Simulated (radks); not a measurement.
Pr33+, 26 electrons, occupied as [Ar] 3d8.

Calculated with a radial shooting solver on a logarithmic mesh with Libxc functionals: Dirac Kohn-Sham, PBE, spin-unpolarised, spherical densities, point nucleus; open shells are shared between the two j in proportion to 2j + 1.

Energy parts (eV):
| part | energy |
|---|---|
| total | -233266.22 |
| kinetic | 252000.62 |
| electron-nucleus | -530921.03 |
| Hartree | 50248.97 |
| exchange-correlation | -4594.78 |

Orbitals (lengths in bohr, moments of r in powers of bohr; r(90%) holds 90 % of the orbital's charge):
orbital,occ.,eigenvalue (eV),r(90%),<1/r>
1s1/2,2,-43175.37,0.0435,64.71
2s1/2,2,-8076.801,0.159,15.34
2p1/2,2,-7716.977,0.141,15.31
2p3/2,4,-7231.211,0.149,13.82
3s1/2,2,-2687.070,0.385,5.733
3p1/2,2,-2538.004,0.377,5.655
3p3/2,4,-2433.924,0.392,5.282
3d3/2,3.2,-2183.785,0.360,5.158
3d5/2,4.8,-2160.516,0.364,5.064

The highest occupied level is 3d5/2 at -2160.5 eV. The density falls to 0.001 e/bohr^3 at r = 0.83 bohr. Summed over all electrons, <r^2> = 1.225 bohr^2, which gives a Langevin (diamagnetic) susceptibility term of -0.97 x 10^-6 cm^3/mol.
